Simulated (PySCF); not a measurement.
**Stretching BeSi⁺**

Set-up: Be def2-SVPD, Si def2-SVPD; no relativity (PySCF 2.14). Energies in eV from Be + Si⁺ in their ground configurations at the same level. All curves are PBE0. state 1: ²Π (doublet), unpaired electrons π ↑; state 2: quartet, unpaired electrons σ ↑, π ↑↑, a second solution, started from another occupation; state 3: ²Σ⁺ (doublet), unpaired electrons σ ↑, a second solution, started from another occupation; state 4: Ms = 0.5 determinant of mixed spin (⟨S²⟩ near 1.8), unpaired electrons σ ↑, π ↑↓, a mixture of terms (⟨Lz²⟩ = 2.0), a second solution, started from another occupation.

```
R (Å)  state 1  state 2  state 3  state 4
1.983   -1.789   -1.456   -0.328  -0.8128
2.075   -2.027   -1.455   -0.739  -0.8160
2.168   -2.154   -1.373   -1.015  -0.7406
2.237   -2.196   -1.276   -1.155  -0.6521
2.306   -2.206   -1.160   -1.250  -0.5480
2.375   -2.193   -1.034   -1.310  -0.4365
2.467   -2.149   -0.858   -1.347  -0.2865
2.583   -2.067   -0.643   -1.343  -0.1086
2.721   -1.947   -0.406   -1.288   0.0796
2.906   -1.771   -0.141   -1.168   0.2821
```

**Question.** Put a parabola through the three lowest points of the state 1 curve and estimate Re, k and ωe (reduced mass 6.816 u; 1 eV/Å² = 0.16022 mdyn/Å; ωe = 1302.8·√(k/μ) cm⁻¹).

**Answer.** Through R = 2.237, 2.306, 2.375 Å the second-order coefficient is 2.42 eV/Å², so Re ≈ 2.301 Å, k ≈ 0.774 mdyn/Å and ωe ≈ 439 cm⁻¹. A polynomial fit of higher order to the unrounded PBE0 energies gives Re = 2.297 Å, k = 0.823 mdyn/Å, ωe = 453 cm⁻¹; anharmonicity and rounding make the difference.

The higher-order fit for each curve: state 1: Re = 2.297 Å, ωe = 453 cm⁻¹, De = 2.21 eV; state 3: Re = 2.513 Å, ωe = 382 cm⁻¹, minimum 1.35 eV below the ground-state fragments; state 4: Re = 2.031 Å, ωe = 672 cm⁻¹, minimum 0.83 eV below the ground-state fragments. State 2 gave no clean fit.

⟨S²⟩ of the unrestricted solution departs from its pure value on part of the curve, where spin states mix. For an ion De counts to the pair picked by the measured ionisation energies or electron affinities, which need not be the lowest pair at this level. The state is the lowest determinant that a PBE0 search found; another state may lie lower at other levels.
